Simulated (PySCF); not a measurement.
FeCl₂, SMILES [Cl][Fe][Cl] (connectivity only; charge and spin as stated), neutral, multiplicity 5. Atoms are numbered in the order given.

```xyz
3

Fe     0.0000     0.0000     0.0000
Cl     0.0000     0.0000    -2.1444
Cl     0.0000     0.0000     2.1444
```
Charge 0, spin multiplicity 5.

Geometry: B3LYP-D3(BJ)/def2-TZVP. The multiplicity is an assumed one; other spin states were not compared. The isomer is the one that the SMILES or the coordinates give; other isomers of the formula were not compared.

The numbers are results of PySCF with B3LYP-D3(BJ)/def2-TZVP, not measurements.

Frequencies are harmonic and unscaled.

Modes within 1.5 cm⁻¹ of each other (mostly degenerate sets) share a row, with their intensities summed.

Q: Estimate the vibrational spectrum. (Estimate from the structure and the level; the computed values follow.)

A: 
| mode | ν (cm⁻¹) | IR (km/mol) | moving atoms (share of kinetic energy) |
|---|---|---|---|
| 1–2 | 82 | 33.0 | Fe 56 %, Cl 44 % |
| 3 | 341 | 0.0 | Cl 100 % |
| 4 | 489 | 157.9 | Fe 56 %, Cl 44 % |
